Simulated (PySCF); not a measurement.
A structure optimised at PBE-D3(BJ)/def2-SVP, used in a PySCF frequency run:

```xyz
9

C      1.8093    -0.1909    -0.7969
Si     0.0236    -0.0184    -0.3445
O     -0.8263    -1.2929    -0.9804
F     -0.5800     1.3883    -0.9200
Cl    -0.2433     0.0758     1.7132
H      2.2305    -1.1180    -0.3616
H      2.3890     0.6721    -0.4156
H      1.9226    -0.2352    -1.8986
H     -1.7617    -1.3572    -0.7192
```

Write its SMILES and formula.

C[Si](O)(F)Cl, CH4ClFOSi

What are its rotational constants (standard atomic weights)?

3.5807, 2.2937, 2.2245 GHz
